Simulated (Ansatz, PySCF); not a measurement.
The pair A = GeH4O2 (SMILES [OH][GeH2][OH]) (first 7 atoms), B = CH4 (SMILES C); geometry from B3LYP-D3(BJ)/def2-TZVP.
(charge 0, multiplicity 1):
```xyz
12

O      1.004    -0.954    -0.010
Ge    -0.477     0.022    -0.242
O     -0.304     1.595     0.583
H      1.788    -0.539    -0.383
H     -0.678     0.403    -1.715
H     -1.577    -0.841     0.386
H     -0.199     1.500     1.536
C      0.381    -0.118     3.529
H      0.553    -0.659     4.458
H      0.851     0.864     3.601
H      0.814    -0.671     2.697
H     -0.694    -0.006     3.382
```

Cores are frozen in the correlated methods. Filled d and f shells under p-block atoms count as core.

The values were computed with Ansatz (a quantum-chemistry and plane-wave program) with Gaussian orbitals; PySCF for the dispersion terms. Each number belongs to the level named beside it.

The monomers are drawn apart, rigid, along the line of their centres of mass. Counterpoise-corrected interaction energies (kcal/mol):

```tsv
level	R = 4.720 Å	R = 5.773 Å
PBE/def2-TZVPPD	-0.4770	-0.1240
PBE-D3(BJ)/def2-TZVPPD	-0.9482	-0.2729
wB97M-V/def2-TZVPPD	-0.7086	-0.2215
CCSD(T)/aug-cc-pVDZ	-0.6674	-0.2071
```

R is the distance of the centres of mass. Find the local exponent m of E ∝ R⁻ᵐ between the two points.


m = ln(E₁/E₂)/ln(R₂/R₁): PBE/def2-TZVPPD 6.7; PBE-D3(BJ)/def2-TZVPPD 6.2; wB97M-V/def2-TZVPPD 5.8; CCSD(T)/aug-cc-pVDZ 5.8. For scale, two fixed dipoles give m = 3, dipole and quadrupole 4, quadrupoles 5, and dispersion or dipole-induced dipole 6 at long range; at these distances several terms mix, and what is left of overlap and damping shifts m, so it need not match one of them.
